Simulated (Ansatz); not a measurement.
Reaction (hydrogen abstraction from the Si–H bond): `F[Si](F)(F)[SiH3]` + F• → `F[Si](F)(F)[SiH2]`• + H–F

Isolated molecules relaxed with PBE0-D4/def2-TZVP in Ansatz; ΔE leaves out vibrations. CBS: MP2 limit from def2 TZ/QZ plus the TZ coupled-cluster correction, frozen cores. This one scheme is used for every species, atoms too. Functionals use def2-TZVPP. B3LYP here is the variant with VWN-RPA as its local correlation; programs differ in this. HSE06 is defined as in plane-wave codes. No spin–orbit coupling; open shells (•) take unrestricted orbitals. Spin–orbit coupling would lower the free atoms: a little for F.

```
             level  ΔE (kJ/mol)  difference from CCSD(T)/CBS
        r2SCAN0-D4       -184.9                         15.8
      CAM-B3LYP-D4       -192.0                          8.7
            B2PLYP       -192.2                          8.5
          PBE-QIDH       -190.5                         10.2
              BLYP       -205.7                         -5.0
            r2SCAN       -202.1                         -1.4
             B3LYP       -191.7                          9.0
           r2SCANh       -195.2                          5.5
             HSE06       -197.0                          3.7
         CAM-B3LYP       -192.2                          8.5
      MP2/def2-SVP       -188.6                         12.1
  CCSD(T)/def2-SVP       -163.7                         37.0
SCS-MP2/def2-TZVPP       -193.5                          7.2
   CCSD/def2-TZVPP       -182.5                         18.2
      HF/CBS(def2)        -96.2                        104.5
     MP2/CBS(def2)       -228.3                        -27.6
       CCSD(T)/CBS       -200.7                            0
```

Task: What do rigid-rotor, harmonic-oscillator terms from PBE0-D4/def2-TZVP frequencies (298.15 K, 1 bar) make of the CCSD(T)/CBS value? (An estimate is asked.)

Result: Ansatz gave: ΔZPE = +0.4 kJ/mol, ΔH = -198.2 kJ/mol, ΔS = 25 J/(mol·K), ΔG = -205.6 kJ/mol. Open shells count their whole term as degenerate.

Largest T1 diagnostic among the species: 0.014.

From BLYP to BHLYP (50 % exact exchange), in def2-TZVPP and without D4, ΔE moves by +46.0 kJ/mol. At CCSD(T), def2-SVP lies +37.0 kJ/mol from the extrapolated value and def2-TZVPP +11.5 kJ/mol. Leaving LDA and LC-ωPBE aside and taking each functional with its dispersion term where it has one, the values, not all of them listed here, spread over 59.6 kJ/mol, from PBE-D4 to BHLYP-D4. LDA lies −44.3 kJ/mol from PBE without D4.

CCSD(T)/CBS has its own doubt, a few kJ/mol and more with outer-core shells, so smaller differences from it don't rank the levels.
